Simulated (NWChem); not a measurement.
All runs are NWChem calculations. System: H$_{2}$AlClS$_{2}$, charge 0, spin multiplicity 1, at a geometry optimised with PBE/def2-SVP. The structure started from a generated list of species. Level: MP2/def2-TZVP, 20 core orbitals frozen.

Part of the output:

```
             Northwest Computational Chemistry Package (NWChem) 7.3.0
             --------------------------------------------------------

                                NWChem Input Module
                                -------------------

 Scaling coordinates for geometry "geometry" by  1.889725989
 (inverse scale =  0.529177249)

 Turning off AUTOSYM since
 SYMMETRY directive was detected!

                             Geometry "geometry" -> ""
                             -------------------------

 Output coordinates in angstroms (scale by  1.889725989 to convert to a.u.)

  No.       Tag          Charge          X              Y              Z
 ---- ---------------- ---------- -------------- -------------- --------------
    1 Al                  13.0000     0.00000000     0.00000000    -0.00872100
    2 Cl                  17.0000     0.00000000     0.00000000    -2.11744600
    3 S                   16.0000     1.95326000     0.00000000     0.98824900
    4 H                    1.0000     1.41952200     0.00000000     2.24300100
    5 S                   16.0000    -1.95326000     0.00000000     0.98824900
    6 H                    1.0000    -1.41952200     0.00000000     2.24300100

 Effective nuclear repulsion energy (a.u.)     295.3865292345

            Nuclear Dipole moment (a.u.)
            ----------------------------
        X                 Y               Z
 ---------------- ---------------- ----------------
    -0.0000000000     0.0000000000     0.0000283459

      Symmetry information
      --------------------

 Group name             C2v
 Group number             16
 Group order               4
 No. of unique centers     4

      Symmetry unique atoms

     1    2    3    4


 Summary of "ao basis" -> "" (spherical)
 ------------------------------------------------------------------------------
       Tag                 Description            Shells   Functions and Types
 ---------------- ------------------------------  ------  ---------------------
 *                         def2-tzvp                  on all atoms

 Summary of "ao basis" -> "ao basis" (spherical)
 ------------------------------------------------------------------------------
       Tag                 Description            Shells   Functions and Types
 ---------------- ------------------------------  ------  ---------------------
 Al                        def2-tzvp                13       37   5s5p2d1f
 Cl                        def2-tzvp                13       37   5s5p2d1f
 S                         def2-tzvp                13       37   5s5p2d1f
 H                         def2-tzvp                 4        6   3s1p

                                 NWChem SCF Module
                                 -----------------

  ao basis        = "ao basis"
  functions       =   160
  atoms           =     6
  closed shells   =    32
  open shells     =     0
  charge          =   0.00
  wavefunction    = RHF
  use symmetry    = T
  symmetry adapt  = T

 Summary of "ao basis" -> "ao basis" (spherical)
 ------------------------------------------------------------------------------
       Tag                 Description            Shells   Functions and Types
 ---------------- ------------------------------  ------  ---------------------
 Al                        def2-tzvp                13       37   5s5p2d1f
 Cl                        def2-tzvp                13       37   5s5p2d1f
 S                         def2-tzvp                13       37   5s5p2d1f
 H                         def2-tzvp                 4        6   3s1p

      Symmetry analysis of basis
      --------------------------

        a1         62
        a2         19
        b1         48
        b2         31

 Forming initial guess at       0.1s

      Superposition of Atomic Density Guess
      -------------------------------------

 Sum of atomic energies:       -1497.31113355

      Non-variational initial energy
      ------------------------------

 Total energy =   -1498.125013
 1-e energy   =   -2660.455431
 2-e energy   =     866.943890
 HOMO         =      -0.332942
 LUMO         =      -0.009036

      Symmetry analysis of molecular orbitals - initial
[...]
              MO Center= -5.1D-14,  4.3D-16,  8.1D-01, r^2= 5.1D+00
   Bfn.  Coefficient  Atom+Function         Bfn.  Coefficient  Atom+Function
  ----- ------------  ---------------      ----- ------------  ---------------
    90      0.343351  3 S  py               133      0.343351  5 S  py
    93      0.237071  3 S  py               136      0.237071  5 S  py

 Vector   32  Occ=2.000000D+00  E=-3.933524D-01  Symmetry=a2
              MO Center=  9.9D-14,  1.6D-15,  9.6D-01, r^2= 5.1D+00
   Bfn.  Coefficient  Atom+Function         Bfn.  Coefficient  Atom+Function
  ----- ------------  ---------------      ----- ------------  ---------------
    90      0.364370  3 S  py               133     -0.364370  5 S  py
    93      0.265645  3 S  py               136     -0.265645  5 S  py
    87      0.160763  3 S  py               130     -0.160763  5 S  py

 Vector   33  Occ=0.000000D+00  E= 7.514816D-02  Symmetry=b2
              MO Center=  2.3D-14,  1.2D-15,  7.2D-02, r^2= 5.3D+00
   Bfn.  Coefficient  Atom+Function         Bfn.  Coefficient  Atom+Function
  ----- ------------  ---------------      ----- ------------  ---------------
    19      0.992089  1 Al py                93     -0.347289  3 S  py
   136     -0.347289  5 S  py                16      0.338161  1 Al py
    56     -0.274069  2 Cl py

 Vector   34  Occ=0.000000D+00  E= 7.702517D-02  Symmetry=a1
              MO Center=  8.3D-15, -3.4D-16,  4.8D-01, r^2= 6.5D+00
   Bfn.  Coefficient  Atom+Function         Bfn.  Coefficient  Atom+Function
  ----- ------------  ---------------      ----- ------------  ---------------
     5      1.796639  1 Al s                 79     -0.733806  3 S  s
   122     -0.733806  5 S  s                 92      0.435866  3 S  px
   135     -0.435866  5 S  px                42     -0.314179  2 Cl s
    57     -0.270387  2 Cl pz                20      0.226110  1 Al pz
   114      0.172281  4 H  s                157      0.172281  6 H  s

 Vector   35  Occ=0.000000D+00  E= 1.059702D-01  Symmetry=a1
              MO Center= -2.3D-14, -1.5D-15,  1.5D+00, r^2= 6.2D+00
   Bfn.  Coefficient  Atom+Function         Bfn.  Coefficient  Atom+Function
  ----- ------------  ---------------      ----- ------------  ---------------
   114      1.164219  4 H  s                157      1.164219  6 H  s
    94     -0.716049  3 S  pz               137     -0.716049  5 S  pz
     5     -0.682247  1 Al s                 20     -0.485098  1 Al pz
    79     -0.384916  3 S  s                122     -0.384916  5 S  s
     4     -0.255212  1 Al s

 center of mass
 --------------
 x =   0.00000000 y =   0.00000000 z =  -0.09700688

 moments of inertia (a.u.)
 ------------------
         817.922058011225           0.000000000000          -0.000000000000
           0.000000000000        1703.627708153966           0.000000000000
          -0.000000000000           0.000000000000         885.705650142741

  Mulliken analysis of the total density
  --------------------------------------

    Atom       Charge   Shell Charges
 -----------   ------   -------------------------------------------------------
    1 Al  13    12.29   2.00  0.65  1.33  0.65  0.08  2.92  2.28  0.82  0.87  0.15  0.19  0.25  0.09
    2 Cl  17    17.32   2.01  0.45  1.52  1.08  0.86  4.18  1.69  1.07  2.88  1.56  0.01  0.02  0.00
    3 S   16    16.35   2.01  0.49  1.48  1.04  0.80  4.18  1.69  0.88  2.42  1.29  0.03  0.05  0.00
    4 H    1     0.85   0.22  0.49  0.11  0.03
    5 S   16    16.35   2.01  0.49  1.48  1.04  0.80  4.18  1.69  0.88  2.42  1.29  0.03  0.05  0.00
    6 H    1     0.85   0.22  0.49  0.11  0.03

       Multipole analysis of the density wrt the origin
       ------------------------------------------------

     L   x y z        total         open         nuclear
     -   - - -        -----         ----         -------
     0   0 0 0     -0.000000      0.000000     64.000000

     1   1 0 0      0.000000      0.000000     -0.000000
     1   0 1 0     -0.000000      0.000000      0.000000
     1   0 0 1      0.890415      0.000000      0.000028

     2   2 0 0    -44.323472      0.000000    450.372895
     2   1 1 0      0.000000      0.000000      0.000000
     2   1 0 1      0.000000      0.000000     -0.000000
     2   0 2 0    -39.218635      0.000000      0.000000
     2   0 1 1      0.000000      0.000000      0.000000
     2   0 0 2    -37.516777      0.000000    419.729576

                   NWChem MP2 Semi-direct Energy/Gradient Module
                   ---------------------------------------------

  Basis functions       =    160
  Molecular orbitals    =    160
  Frozen core           =     20
  Frozen virtuals       =      0
  Active alpha occupied =     12
  Active beta occupied  =     12
  Active alpha virtual  =    128
  Active beta virtual   =    128
  Use MO symmetry       = T
  Use skeleton AO sym   = T

  AO/Fock/Back tols     =   1.0D-09  1.0D-09  1.0D-09

 GA uses MA = F    GA memory limited = T

 Available:
  local mem=  1.15D+08
 global mem=  1.31D+08
 local disk=  0.00D+00
  mp2_memr nvloc                   128
  nvloc new                   128
   1 passes of  12:        5242880                     128993                  60801200.
   1 passes of  12: M    114681493           G      131020800           F     109438613.

 Semi-direct pass number   1 of   1  for RHF alpha+beta  at        8.6s
  vrange nnbf                 11634
  mp2_eaftype                   231  avail_ma_in_mb                   999
 EAF : mp2_eaftype filesize         231   30400600.
  mp2_eaf for mointskh                    231
Node 0 wrote    143.0 Mb in      0.1 s     Agg I/O rate:  1922.8 Mb/s
 Done moints_semi at       23.8s
  mp2_eaftype                   231  avail_ma_in_mb                   768
 EAF : mp2_eaftype filesize         231   30400600.
  mp2_eaf for kh                   231
 Done maket at       24.5s
 Done multipass loop at       24.5s

          -------------------------------------------
          SCF energy               -1497.865708398091
          Correlation energy          -0.594115958578
          Singlet pairs               -0.378133206098
          Triplet pairs               -0.215982752480
          Total MP2 energy         -1498.459824356669
          -------------------------------------------

          ---------------------------------------------------
                    Spin Component Scaled (SCS) MP2
          Same spin pairs                     -0.143988501653
          Same spin scaling factor             0.333333333333
          Opposite spin pairs                 -0.450127456925
          Opposite spin scaling fact.          1.200000000000
          SCS-MP2 correlation energy          -0.588149115527
          Total SCS-MP2 energy             -1498.453857513618
          ---------------------------------------------------

 -----------------------
 Performance information
 -----------------------

 Timer overhead =  2.34D-07 seconds/call

               Nr. of calls         CPU time (s)                 Wall time (s)                GFlops
             ---------------    -------------------     ------------------------------   -------------------
Name         Min   Avg   Max    Min     Avg     Max     Min     Avg     Max   Mx/calls   Min     Max     Sum
mp2: moin     1     1     1    15.     15.     15.      15.     15.     15.     15.      0.0     0.0     0.0
mp2: make     1     1     1   0.71    0.71    0.71     0.71    0.71    0.71    0.71      0.0     0.0     0.0
mp2: tota     1     1     1    16.     16.     16.      16.     16.     16.     16.      0.0     0.0     0.0

 The average no. of pstat calls per process was 3.00D+00
 with a timing overhead of 7.03D-07s

 Task  times  cpu:       24.5s     wall:       24.5s

 Total times  cpu:       24.5s     wall:       24.5s
```

Write an NWChem input that would produce this output.

One answer among several that fit: 
```
start mol
memory heap 200 mb stack 800 mb global 1000 mb
geometry units angstroms nocenter noautoz
  Al     0.000000     0.000000    -0.008721
  Cl     0.000000     0.000000    -2.117446
  S      1.953260     0.000000     0.988249
  H      1.419522     0.000000     2.243001
  S     -1.953260     0.000000     0.988249
  H     -1.419522     0.000000     2.243001
  symmetry group C2v
end
basis spherical
  * library def2-tzvp
end
scf
  rhf
  nopen 0
  maxiter 100
  thresh 1e-7
  semidirect memsize 60000000 filesize 0
end
mp2
  freeze core 20
end
task mp2 energy
```
